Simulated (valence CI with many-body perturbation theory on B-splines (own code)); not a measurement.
Ho XXVIII: what the settings do

Calculated by configuration interaction combined with many-body perturbation theory (CI+MBPT): four valence electrons over a frozen Dirac-Fock core [Kr], radial functions for each j: 6 s, 6 p, 5 d, 5 f, 1 g, with the one-electron correlation potential Σ1 (screened to all orders), the two-electron term Σ2, the three-electron term Σ3, Breit, model QED; selected single and double excitations, second order for the rest, scaled by the run's own slope (own B-spline code, finite nucleus).

The last digits are not significant, and no measured levels were compared; by estimate large intervals hold to a few tenths of a per cent, small ones and those within an open d or f shell to about a per cent. Only levels of the ground parity were solved; by the run's estimate the other parity begins above the list, which can be wrong where configurations are misplaced.

The reference run has the lowest level (4d3/2^4) J=0 and an ionisation energy of 985.835 eV. Its largest variational space holds 8853 state functions.

Levels are named by their leading jj configuration (3d3/2^4 stands for four electrons in 3d with j = 3/2), which in mixed levels can hold well under half, so a name can repeat and another be missing. Letters in brackets count levels of one name in rising energy.

Changed runs:
A. size limit of the variational space 10000 → 1500; QED terms on → off; second order for the rest on → off
B. screening of Σ1 on → off
C. QED terms on → off
D. size limit of the variational space 10000 → 300; second order for the rest on → off (bad on purpose)

Excitation energies of the reference run in cm⁻¹, and shifts in cm⁻¹:

```tsv
Level	Reference	A	B	C	D
(4d3/2^3 4d5/2) J=1	57926	-3.2	+146	-222	+1240
(4d3/2^3 4d5/2) J=2	86551	+154	+179	-274	+1743
(4d3/2^3 4d5/2) J=4	91708	+405	+149	-224	+2262
(4d3/2^3 4d5/2) J=3	98001	+269	+173	-265	+1675
(4d3/2^2 4d5/2^2) J=0	142156	-423	+278	-428	+322
(4d3/2^2 4d5/2^2) J=4 [a]	148794	+0.3	+291	-443	+1753
(4d3/2^2 4d5/2^2) J=2 [a]	151961	+144	+250	-387	+1835
(4d3/2^2 4d5/2^2) J=3 [a]	154287	+94	+276	-421	+1845
(4d3/2^2 4d5/2^2) J=5	166571	-130	+287	-435	+1885
(4d3/2^2 4d5/2^2) J=1	172792	-18	+289	-447	+1741
(4d3/2^2 4d5/2^2) J=6	175629	-246	+292	-439	+1297
(4d3/2^2 4d5/2^2) J=4 [b]	186162	+184	+290	-445	+2193
Ionisation energy (eV)	985.835	-0.059	+0.211	-0.061	+0.00075
```
